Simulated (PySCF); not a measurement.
B(H)(Br)(NH2) (BBrH3N), SMILES BrBN.

Geometry optimised at B3LYP-D3(BJ)/def2-TZVP. The values are those of a single conformer.

Vertical ionisation energy (IE) and electron affinity (EA) in eV. Rows of orbital energies are one-electron estimates. Where ΔSCF, EOM or ADC give a negative EA the extra electron is unbound and the value depends on the basis.

| level | IE | EA |
|---|---|---|
| −ε(HOMO), −ε(LUMO), PBE0/def2-TZVPD (PySCF) | 8.05 | 0.14 |
| ADC(2)/aug-cc-pVDZ (PySCF) | 10.00 | -0.60 |

### Question
Beyond the first one, list the lowest photoelectron lines from ADC(2)/aug-cc-pVDZ (PySCF 2.14.0) with their pole strengths (two spins summed). (Estimate from the structure and the level; the computed values follow.)

### Answer
10.17 eV (1.84), 11.57 eV (1.79), 12.20 eV (1.83), 14.35 eV (1.79), 17.11 eV (1.74).
